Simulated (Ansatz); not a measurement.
System: C2H9P2Si, charge 0, multiplicity 2. It need not be the lowest isomer of its formula. 
Geometry from a B3LYP-D3(BJ)/def2-TZVP (Ansatz, a quantum-chemistry and plane-wave program) optimisation:
SMILES: C[Si](C)([PH])P
```xyz
14

C     -1.2088    -0.5943    -1.6373
Si     0.0851    -0.1276    -0.3591
C      1.7819     0.0329    -1.1510
P      0.0382    -1.6102     1.3328
P     -0.4819     1.9278     0.4519
H     -1.2587     0.1556    -2.4296
H     -2.1988    -0.6767    -1.1852
H     -0.9674    -1.5563    -2.0943
H      2.0994    -0.9213    -1.5760
H      2.5307     0.3431    -0.4208
H      1.7590     0.7737    -1.9537
H      1.2441    -1.0920     1.8859
H     -1.5925     1.4729     1.2077
H      0.4112     1.8908     1.5533
```
Charge 0, spin multiplicity 2.

Total electronic energies in hartree. Correlated levels leave the core frozen unless marked. UHF or UKS for open shells. No spin-orbit coupling. Non-relativistic unless marked X2C. CBS(X,Y): correlation extrapolated as X^-3; Hartree-Fock from the larger set. [CCSD(T)-MP2]/basis is that difference in the basis named.

| level | program | energy (Eh) |
|---|---|---|
| SVWN5/def2-TZVPD | Ansatz | -1049.43266 |
| BLYP/def2-TZVPD | Ansatz | -1053.82121 |
| r2SCAN-D3(BJ)/def2-TZVPD | Ansatz + dftd3 | -1053.76831 |
| B3LYP-D3(BJ)/def2-TZVPD | Ansatz + dftd3 | -1053.98325 |
| B3LYP/def2-TZVPD | Ansatz | -1053.95546 |
| PBE0-D4/def2-TZVP | Ansatz + dftd4 | ___ |
| CAM-B3LYP/def2-TZVPD | Ansatz | -1053.85511 |
| wB97X-V/def2-TZVPD | Ansatz | -1053.71374 |
| B2GP-PLYP-D3(BJ)/def2-TZVPD | Ansatz + dftd3 | -1053.29624 |
| B2PLYP/def2-TZVPD | Ansatz | -1053.42842 |
| MP2/cc-pwCVTZ | Ansatz | -1052.25712 |
| SCS-MP2/cc-pV(D+d)Z | Ansatz | -1052.03865 |
| SCS-MP2/cc-pV(T+d)Z | Ansatz | -1052.25987 |
| CCSD/6-31G* | Ansatz | -1051.95439 |
| CCSD/cc-pV(D+d)Z | Ansatz | -1052.11788 |
| CCSD/cc-pV(T+d)Z | Ansatz | -1052.32509 |
| CCSD(T)/cc-pV(D+d)Z | Ansatz | -1052.13993 |
| CCSD(T)/cc-pV(T+d)Z | Ansatz | -1052.36152 |
| CCSD(T)/cc-pVTZ | Ansatz | -1052.35425 |
| CCSD(T)/cc-pwCVTZ | Ansatz | -1052.37028 |
| X2C-CCSD(T)/cc-pVTZ-DK | Ansatz | -1054.61460 |
| RI-MP2/CBS(cc-pV(T+d)Z,cc-pV(Q+d)Z)+[CCSD(T)-MP2]/cc-pV(D+d)Z | Ansatz | -1052.4604 |
| CCSD(T)/CBS(cc-pV(T+d)Z,cc-pV(Q+d)Z) | Ansatz | -1052.4583 |

Fill in the missing entries.


- PBE0-D4/def2-TZVP, energy (Eh): -1053.42227
